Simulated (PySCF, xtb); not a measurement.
Zn(SeH)(SiH3) (H4SeSiZn), SMILES [SiH3][Zn][SeH].

xtb with GFN2-xTB at its own geometry gives an orbital gap of 3.27 eV and a dipole moment of 5.44 D.

The structure is a stationary point at B3LYP-D3(BJ)/def2-SVP. The structure was generated by enumeration; whether it is a known compound was not checked. One conformer was computed; it need not be the lowest.

Question: What does M06-2X/def2-TZVPD (PySCF) give? (Estimate from the structure and the level; the computed values follow.)

Answer: gap 7.16 eV (levels -8.00 and -0.84 eV), dipole 1.21 D.
